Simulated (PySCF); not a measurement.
**NaTl⁻: from constants to spectrum**

ROHF-CCSD(T) constants of NaTl⁻, doublet, unpaired electrons π ↑ (Na def2-SVPD, Tl def2-SVPD with ECP60; scalar-relativistic core potentials (PySCF 2.14); masses 22.9898 and 204.9744 u):

* ωe: 110.6 cm⁻¹
* ωexe: 0.662 cm⁻¹
* Be: 0.074049 cm⁻¹
* αe: 0.000627 cm⁻¹
* D (centrifugal): 1.33e-07 cm⁻¹
* De to Na⁻ + Tl: 0.82 eV

Problem. Give the vibrational terms G(v) and spacings up to v = 6.

Solution. G(v) = ωe(v+½) − ωexe(v+½)².

| v | G(v) (cm⁻¹) | G(v) − G(v−1) | Bv (cm⁻¹) |
| --- | --- | --- | --- |
| 0 | 55.1 |  | 0.07374 |
| 1 | 164.4 | 109.3 | 0.07311 |
| 2 | 272.4 | 108.0 | 0.07248 |
| 3 | 379.0 | 106.6 | 0.07185 |
| 4 | 484.3 | 105.3 | 0.07123 |
| 5 | 588.3 | 104.0 | 0.07060 |
| 6 | 690.9 | 102.7 | 0.06997 |

Problem. How well does the Morse estimate ωe²/(4ωexe) reproduce De, and what is D0?

Solution. It gives 0.57 eV, 70 % of the computed De. D0 = De − G(0) = 0.82 − 0.01 = 0.81 eV.

Correlated steps freeze 5 core orbitals. Correlated levels converge slowly with the basis: in double zeta they bind strong bonds too weakly, by up to about 1 eV, and carry superposition errors of some tenths. Spin–orbit coupling is left out, which matters for elements this heavy, above all for dissociation energies. For an ion De counts to the pair picked by the measured ionisation energies or electron affinities, which need not be the lowest pair at this level. The state is the lowest determinant that a PBE0 search found; another state may lie lower at other levels.
